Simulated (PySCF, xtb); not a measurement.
CH4Cl3NSn, SMILES C[NH][Sn]([Cl])([Cl])[Cl].

GFN2-xTB (xtb) at its own geometry gives an orbital gap of 1.91 eV and a dipole moment of 3.55 D.

Geometry optimised at B3LYP-D3(BJ)/def2-SVP. The def2 effective core potentials stand for the cores of Sn; spin–orbit coupling is left out. One conformer was computed; it need not be the lowest.

What does M06-2X/def2-TZVP run with PySCF give? (The exact figures need the calculation; the answer reports its results.)

gap 7.45 eV (levels -9.13 and -1.68 eV), dipole 2.92 D.
